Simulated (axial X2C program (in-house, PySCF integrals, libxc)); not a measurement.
# Worked dissociation energy of IrCl⁺: PBE0, scalar-relativistic

All values were computed with an in-house all-electron X2C program for linear molecules (integrals from PySCF). Spin-free means the one-electron spin-free X2C Hamiltonian. Basis: Ir dyall-cv3z [13s14p9d6f4g], Cl dyall-av3z [9s8p3d2f] (cores contracted in-house); Gaussian nuclei, density fitting, unrestricted open shells. Masses: Ir 192.963 u, Cl 34.969 u.

Molecular state: M_S = 3/2, Λ = 2 (beyond evenly filled blocks: π+α, π-α, δ+α, δ+β, δ-α).

* E(Ir+) (2M_S = 4, M_L = 2): -17829.161091 hartree
* E(Cl) (2M_S = 1, M_L = 0): -461.434162 hartree
* E(IrCl⁺) at Re: -18290.715703 hartree
* ωe: 466.8 cm⁻¹
* ωexe: 1.25 cm⁻¹

Problem. Work out De and D0.

Solution. De = -17829.161091 + (-461.434162) − (-18290.715703) = 0.12045 hartree = 3.278 eV. The zero-point energy is ωe/2 − ωexe/4 = 233 cm⁻¹ = 0.029 eV, so D0 = 3.249 eV.

One determinant describes the state; a PBE0 search over occupations chose it and may have missed a lower one. De is counted from the lowest determinant-based energies of the atoms at the same level, without counterpoise correction. Other states lie close and PBE0, whose exact exchange favours high spin, may order them wrongly; the determinant shown need not be the ground state. The nearest other spin-free determinant of the search, M_S = 3/2, Λ = 0, lies 0.04 eV up at the distance of the search. The functionals have no current-density term, which raises determinants with orbital currents, atoms included. With spin–orbit coupling the lowest determinant has another configuration, so this spin-free state is a model.

Each atomic determinant is the lowest at this level and need not be a pure term. Totals compare only within one Hamiltonian and basis.
